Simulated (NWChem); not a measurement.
System meant: GaH₂O₂I; SMILES [OH][Ga]([OH])[I]

Here is an NWChem input.

```
start job
memory heap 200 mb stack 900 mb global 1100 mb
geometry units angstroms noautoz
  Ga    -0.006929     1.128619     0.000000
  I      0.065881    -1.358027     0.000000
  O     -1.599188     1.950304     0.000000
  H     -1.473154     2.919064     0.000000
  O      1.461907     2.166463     0.000000
  H      2.280054     1.634772     0.000000
end
basis spherical
  * library def2-svp
end
ecp
  I library def2-ecp
end
dft
  odft
  mult 2
  xc b3lyp
  iterations 150
  mulliken
end
task dft energy
```

End of the output:

```
                                 NWChem DFT Module
                                 -----------------

 Summary of "ao basis" -> "ao basis" (spherical)
 ------------------------------------------------------------------------------
       Tag                 Description            Shells   Functions and Types
 ---------------- ------------------------------  ------  ---------------------
 Ga                         def2-svp                12       32   5s4p3d
 I                          def2-svp                10       26   4s4p2d
 O                          def2-svp                 6       14   3s2p1d
 H                          def2-svp                 3        5   2s1p

 Summary of "ao basis" -> "ao basis" (spherical)
 ------------------------------------------------------------------------------
       Tag                 Description            Shells   Functions and Types
 ---------------- ------------------------------  ------  ---------------------
 Ga                         def2-svp                12       32   5s4p3d
 I                          def2-svp                10       26   4s4p2d
 O                          def2-svp                 6       14   3s2p1d
 H                          def2-svp                 3        5   2s1p

      Symmetry analysis of basis
      --------------------------

        a'         68
        a"         28

  number of electrons :                   74
  multiplicity        :                    2
 ------------------------------------------------------------------------
  no. of electrons and multiplicity not compatible                  74
 ------------------------------------------------------------------------
 ------------------------------------------------------------------------
  current input line :
    24: task dft energy
 ------------------------------------------------------------------------
 ------------------------------------------------------------------------
 There is an error in the input file
 ------------------------------------------------------------------------
 For more information see the NWChem manual at https://nwchemgit.github.io

0: no. of electrons and multiplicity not compatible:Received an Error in Communication
```

Question: Can this run be used? If not, why, and what is the fix?

Answer: The input was rejected before any calculation. Cause: the multiplicity doesn't fit the number of electrons (an even count wants an odd multiplicity, and the reverse). This input runs:
```
start job
memory heap 200 mb stack 900 mb global 1100 mb
geometry units angstroms noautoz
  Ga    -0.006929     1.128619     0.000000
  I      0.065881    -1.358027     0.000000
  O     -1.599188     1.950304     0.000000
  H     -1.473154     2.919064     0.000000
  O      1.461907     2.166463     0.000000
  H      2.280054     1.634772     0.000000
end
basis spherical
  * library def2-svp
end
ecp
  I library def2-ecp
end
dft
  xc b3lyp
  iterations 150
  mulliken
end
task dft energy
```
It converges to -2374.09281 Ha (B3LYP/def2-SVP with def2 effective core potentials on I).
